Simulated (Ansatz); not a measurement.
Consider the ligand exchange at the Sn–O bond: `C[S][Sn][OH]` + CH₃SH → `C[S][Sn][S]C` + H₂O.

Calculated with Ansatz (gas phase, PBE0-D4/def2-TZVP geometries, no zero-point term in ΔE). CCSD(T)/CBS is the MP2 limit (def2-TZVPP, def2-QZVPP) plus CCSD(T) − MP2 in def2-TZVPP, frozen cores. This one scheme is used for every species. DFT in def2-TZVPP. B3LYP here is the variant with VWN-RPA as its local correlation; programs differ in this. HSE06 is defined as in plane-wave codes. Elements past krypton have def2 core potentials. For Sn outer-core shells are correlated without core-valence functions, which leaves a few kJ/mol of doubt a bond. Each species was taken in one conformer, which may not be the lowest.

`C[S][Sn][OH]`:

Cartesian coordinates in Å:
```
C 0.646 -0.890 -0.099
S 0.723 -0.065 1.514
Sn -0.815 1.822 1.354
O -1.432 1.554 -0.509
H -0.360 -1.255 -0.312
H 1.318 -1.747 -0.059
H 0.982 -0.230 -0.900
H -1.063 0.809 -0.991
```

CH₃SH:

Cartesian coordinates in Å:
```
C 0.397 -0.134 0.256
S -0.523 0.857 -0.941
H -0.015 -0.033 1.259
H 1.414 0.258 0.258
H 0.430 -1.184 -0.035
H -1.704 0.237 -0.797
```

`C[S][Sn][S]C`:

```xyz
11

C    -0.092   -0.168    1.652
S    -0.882    1.452    1.428
Sn    0.254    2.657   -0.353
S     1.102    0.842   -1.733
C     0.019   -0.604   -1.550
H     0.853   -0.225    1.116
H    -0.754   -0.964    1.314
H     0.094   -0.290    2.719
H    -0.214   -0.961   -2.553
H     0.529   -1.394   -1.000
H    -0.908   -0.344   -1.040
```

H₂O:

Z-matrix (Å, degrees):
```
O
H 1 0.960
H 1 0.960 2 105.1
```

```
             level  ΔE (kJ/mol)  difference from CCSD(T)/CBS
       LDA (SPW92)        -26.2                         -1.4
            PBE-D4        -26.2                         -1.4
           BLYP-D4        -21.0                          3.8
         r2SCAN-D4        -20.5                          4.3
            B97M-V        -15.2                          9.6
           PBE0-D4        -28.9                         -4.1
          B3LYP-D4        -22.7                          2.1
        r2SCANh-D4        -22.4                          2.4
        r2SCAN0-D4        -24.8                          0.0
          BHLYP-D4        -24.4                          0.4
      CAM-B3LYP-D4        -11.7                         13.1
           ωB97X-V        -10.7                         14.1
           ωB97M-V        -15.9                          8.9
            B2PLYP        -13.2                         11.6
          PBE-QIDH        -24.2                          0.6
               PBE        -17.2                          7.6
            revPBE        -12.7                         12.1
              BLYP         -4.0                         20.8
              PBE0        -20.7                          4.1
             B3LYP         -8.4                         16.4
           r2SCAN0        -21.7                          3.1
             HSE06        -21.5                          3.3
             BHLYP         -9.9                         14.9
         CAM-B3LYP         -2.7                         22.1
           LC-ωPBE         -5.5                         19.3
RPA@PBE/def2-TZVPP        -14.8                         10.0
       HF/def2-SVP        -12.9                         11.9
      MP2/def2-SVP        -17.4                          7.4
     CCSD/def2-SVP        -14.3                         10.5
  CCSD(T)/def2-SVP        -16.8                          8.0
     HF/def2-TZVPP         -5.6                         19.2
SCS-MP2/def2-TZVPP        -17.0                          7.8
   CCSD/def2-TZVPP        -16.5                          8.3
CCSD(T)/def2-TZVPP        -20.5                          4.3
     HF/def2-QZVPP         -4.2                         20.6
    MP2/def2-QZVPP        -28.1                         -3.3
SCS-MP2/def2-QZVPP        -19.0                          5.8
      HF/CBS(def2)         -4.0                         20.8
     MP2/CBS(def2)        -30.4                         -5.6
    CCSD/CBS(def2)        -20.7                          4.1
       CCSD(T)/CBS        -24.8                            0
```

Largest T1 diagnostic among the species: 0.016.

In def2-TZVPP, CCSD(T) changes the Hartree–Fock value by −15.0 kJ/mol (the triples alone add −4.0 kJ/mol) and MP2 by −20.6 kJ/mol. The D4 term adds −14.4 kJ/mol with B3LYP and −8.3 kJ/mol with PBE0; it sums over pairs of atoms, weighted by their polarisabilities, and B3LYP, whose exchange is more repulsive, gets the larger term.
